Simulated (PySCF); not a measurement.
SMILES [SiH3]BCl (CAM-B3LYP/def2-SVP optimised geometry):

```
7

B      0.836    -0.287     0.000
Cl     1.761    -1.120     1.221
H      1.475     0.284    -0.846
Si    -1.184    -0.287     0.000
H     -1.671    -0.937    -1.253
H     -1.682     1.120     0.000
H     -1.761    -1.004     1.170
```

Method: CAM-B3LYP/def2-TZVP (PySCF).

Task: What are the frontier orbital energies and the dipole moment?

Result: HOMO-2 -11.19 eV, HOMO-1 -11.16 eV, HOMO -9.36 eV, LUMO -1.13 eV, LUMO+1 1.65 eV; dipole moment 0.43 D.

On the same geometry PySCF with PBE/def2-TZVP gives HOMO-2 -8.47 eV, HOMO-1 -8.37 eV, HOMO -6.75 eV, LUMO -3.25 eV, LUMO+1 -0.16 eV; dipole moment 0.26 D.

Meta-Löwdin charges at CAM-B3LYP/def2-TZVP: B1 -0.10, Cl2 -0.03, H3 0.03, Si4 0.36, H5 -0.08, H6 -0.08, H7 -0.09.
